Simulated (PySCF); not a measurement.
# Selenium: a sound run and one with changed settings

Sound run: Se⁺ [Ar] 3d10 4s2 4p3, Se²⁺ [Ar] 3d10 4s2 4p2. Computed with PySCF 2.14 in jorge-DZP-DKH (8s6p2d1f, 43 functions), with scalar relativity by spin-free X2C-1e. The sound run starts from symmetry-adapted Hartree-Fock orbitals and uses a fine grid where one is needed.

Changed run: radial step 1.2 in ln r (0.13 in the sound run). This setting is unsound on purpose.

| species | method | sound run (hartree) | changed run (hartree) | converged |
| --- | --- | --- | --- | --- |
| Se⁺ | UHF | -2427.62254 | -2427.62254 | yes |
| Se⁺ | PBE0 | -2429.04416 | -2418.71742 | yes |
| Se⁺ | LDA | -2425.73904 | -2413.18797 | yes |
| Se²⁺ | UHF | -2426.85370 | -2426.85370 | yes |
| Se²⁺ | PBE0 | -2428.25797 | -2417.95080 | yes |
| Se²⁺ | LDA | -2424.94957 | -2412.40379 | yes |

Ionisation energy of Se⁺:

```tsv
method	sound run (eV)	changed run (eV)
UHF	20.921	20.921
PBE0	21.393	20.861
LDA	21.483	21.339
```

A coarse radial grid mis-integrates the density and the exchange-correlation energy, with errors of either sign; Hartree-Fock needs no grid.

For comparison, NIST gives 21.196 ± 0.01 eV between the lowest levels.
